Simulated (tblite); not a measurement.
C5H6F3O (doublet state).
Cartesian coordinates in Å at the GFN2-xTB level; atoms count from 1:
```xyz
15
C5H6F3O angstrom
C      2.9217    0.7708    0.4930
C      2.0022    0.1058   -0.2027
O      0.8042   -0.1951    0.3532
C     -0.0984   -0.9789   -0.2556
F      0.0799   -1.1588   -1.5925
C     -1.5092   -0.8838    0.2104
C     -2.1233    0.5116   -0.0020
F     -3.3145    0.5960    0.6374
F     -2.3781    0.7365   -1.3084
H      2.7399    1.0708    1.5087
H      3.8647    1.0232    0.0496
H      2.1546   -0.2067   -1.2278
H     -2.1138   -1.6115   -0.3332
H     -1.5541   -1.0968    1.2797
H     -1.4805    1.3248    0.3684
```

Calculated harmonic vibrations of the isolated species, GFN2-xTB (tblite), most abundant isotopes, no scaling. Against measured fundamentals such values can be off by several per cent, at times by over 20. One conformer, not necessarily the lowest. Open shells enter through the occupations alone, without spin polarisation, and single modes of such species can be off by tens of per cent.

Harmonic wavenumbers (cm⁻¹): 31.2, 53.9, 76.6, 109.3, 151.8, 195.8, 295.0, 332.9, 392.0, 414.1, 495.1, 527.5, 612.4, 646.1, 813.6, 821.7, 852.9, 939.0, 972.2, 1001.6, 1032.1, 1068.3, 1136.3, 1153.8, 1219.1, 1246.2, 1274.5, 1293.8, 1298.0, 1307.4, 1364.3, 1409.8, 1630.2, 2896.6, 2995.7, 3011.2, 3063.0, 3136.0, 3182.2.

A = 2929, B = 824.5, C = 751.3 MHz; mass 139.037 u (most abundant isotopes); point group C1, symmetry number 1; spin multiplicity 2.

Q: What is the zero-point energy?

A: ½Σν̃ = 22227 cm⁻¹ = 63.55 kcal/mol.

Q: Entropy at 298.15 K, 1 bar (ideal gas, RRHO, classical rotation)?

A: Translation 40.73, rotation 29.56, vibration 30.52, spin (R ln 2) 1.38: S = 102.2 cal/(mol K).

Q: And Cp and H(298.15 K) − H(0)?

A: Cp = 35.60 cal/(mol K), of which vibrations give 27.65 (their classical limit is 39 R = 77.5); H(298.15 K) − H(0) = 6.81 kcal/mol without the zero-point energy, 4.44 from vibrations.

Q: What must be added to the electronic energy to get the Gibbs energy at 298.15 K and 1 bar?

A: ZPE + [H(298.15 K) − H(0)] − T·S = 63.55 + 6.81 − 30.47 = 39.89 kcal/mol.

Q: Blend soft modes into free rotors: weight 1/[1 + (100 cm⁻¹/ν̃)⁴] for the oscillator and the rest for a rotor with moment μB/(μ + B), μ = h/(8π²ν), B = 10⁻⁴⁴ kg m². What vibrational entropy results?

A: 26.83 cal/(mol K) in place of 30.52, which changes −T·S at 298.15 K by +1.10 kcal/mol.

Q: How do the functions run with temperature in this model?

A: 
| T (K) | S (cal/(mol K)) | Cp (cal/(mol K)) | H − H(0) (kcal/mol) | G − H(0) (kcal/mol) | ln q(vib) |
| --- | --- | --- | --- | --- | --- |
| 50 | 62.4 | 14.5 | 0.55 | -2.57 | 0.94 |
| 100 | 73.9 | 19.1 | 1.39 | -6.00 | 2.48 |
| 373.15 | 110.8 | 41.6 | 9.71 | -31.65 | 9.72 |
| 500 | 124.3 | 50.2 | 15.56 | -46.57 | 12.74 |
| 750 | 146.9 | 61.4 | 29.64 | -80.57 | 18.31 |
| 1000 | 165.6 | 68.2 | 45.89 | -119.71 | 23.34 |

q(vib) and H(0) count from the zero-point level.

Q: Which modes carry the vibrational entropy at 298.15 K?

A: 31.2 cm⁻¹: 5.75; 53.9 cm⁻¹: 4.67; 76.6 cm⁻¹: 3.98; 109.3 cm⁻¹: 3.28; 151.8 cm⁻¹: 2.65; 195.8 cm⁻¹: 2.17 cal/(mol K); the other 33 give 8.02 together.

Hindered rotation and anharmonicity are outside this model. Other conformers, if any are populated, would add a mixing term that is left out. The structure is chiral; the term R ln 2 for an equal mix with its mirror image is left out.
